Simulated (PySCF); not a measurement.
Geometries of 2 isomers of C7H5NO, from PBE0-D3(BJ)/def2-SVP geometry optimisation, gas phase in PySCF. One conformer each, no zero-point energy, no frequencies.

Question: Which isomer lies lower at this level?
A.
```xyz
14
angstrom
C     -1.895    0.695    0.070
C     -1.937   -0.710    0.119
C     -0.779   -1.481    0.049
C      0.407   -0.771   -0.069
O      1.680   -1.239   -0.155
C      2.440   -0.122   -0.257
N      1.809    0.998   -0.244
C      0.476    0.629   -0.122
C     -0.694    1.387   -0.051
H     -2.832    1.253    0.129
H     -2.904   -1.210    0.213
H     -0.799   -2.571    0.085
H      3.515   -0.282   -0.341
H     -0.655    2.477   -0.090
```
B.
```xyz
14
angstrom
N      3.205   -0.727   -0.813
C      2.061   -0.675   -0.620
C      0.670   -0.522   -0.342
C     -0.273   -1.508   -0.676
C     -1.614   -1.314   -0.385
C     -2.016   -0.129    0.242
C     -1.096    0.855    0.578
C      0.261    0.672    0.291
O      1.122    1.637    0.628
H      0.070   -2.421   -1.164
H     -2.348   -2.079   -0.643
H     -3.072    0.031    0.473
H     -1.400    1.782    1.066
H      2.022    1.388    0.370
```

Answer: A. That is `c1ccc2ocnc2c1` (benzoxazole), 9.9 kcal/mol below the other.

```json
{"SMILES": "c1ccc2ocnc2c1", "atoms numbered as above": "[cH:1]1[cH:2][cH:3][c:4]2[o:5][cH:6][n:7][c:8]2[cH:9]1", "E (Eh)": "-398.99512", "relative (kcal/mol)": "0.0", "relative (kJ/mol)": "0.0", "dipole (D)": "1.31"}
{"SMILES": "N#Cc1ccccc1O", "atoms numbered as above": "[N:1]#[C:2][c:3]1[cH:4][cH:5][cH:6][cH:7][c:8]1[OH:9]", "E (Eh)": "-398.97932", "relative (kcal/mol)": "9.9", "relative (kJ/mol)": "41.5", "dipole (D)": "3.21"}
```

As drawn, the higher has a C≡N group and an O–H bond, which the lower lacks.
